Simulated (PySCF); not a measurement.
ammonium (H4N), SMILES [NH4+], charge +1.

Geometry: r2SCAN-D4/def2-TZVPD.

Two levels are set side by side: TDA-PBE/def2-TZVPD (PySCF) and EOM-CCSD/aug-cc-pVDZ (PySCF). Vertical, same geometry; the bases differ. Differences are taken from unrounded values.

```
quantity                                      EOM-CCSD
--------------------------------------------  --------
lowest singlet excitation (eV)                   15.56
lowest triplet excitation (TDA for PBE) (eV)     14.48
```

Question: What does TDA-PBE give, and how far is it from EOM-CCSD? (An estimate is asked for; the answer gives what the named calculation found.)

Answer: 
| quantity | TDA-PBE | TDA-PBE minus EOM-CCSD |
|---|---|---|
| lowest singlet excitation (eV) | 14.49 | -1.07 |
| lowest triplet excitation (TDA for PBE) (eV) | 13.67 | -0.81 |

A lower first singlet is the usual sign of a functional without exact exchange. Differences between two approximate levels are no errors against the true value.

Rough cost on one machine, each run with all the roots and properties that it gave: EOM-CCSD against TDA-PBE about 7 times.
